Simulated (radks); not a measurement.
Results of a calculation; reference values are marked as such.
Q: Species: S9+. Configuration: [He] 2s2 2p3 (the NIST ground configuration). Level of theory: non-relativistic Kohn-Sham, PBEsol, spin-polarised, spherical densities, point nucleus; open shells are filled with parallel spins first (a radial shooting solver on a logarithmic mesh with Libxc functionals). Some entries of the table are withheld. Estimate them.

orbital,occ.,eigenvalue (eV),<r^2> (bohr^2),<1/r> (bohr^-1)
1s up,1,-2708.370,0.01270,15.55
1s down,1,-2700.114,0.01262,15.59
2s up,1,-464.2696,0.2284,3.341
2s down,1,-448.5867,0.2349,3.284
2p up,3,-420.5244,0.1853,3.272
2p down,0,-402.2136,0.1930,3.224
3s up,0,-169.0589,(1),1.294
3s down,0,-165.3776,(2),1.273
3p up,0,-156.1488,1.404,1.254
3p down,0,-152.1654,1.462,1.234

A: 
(1) 3s up <r^2> (bohr^2): 1.421
(2) 3s down <r^2> (bohr^2): 1.466
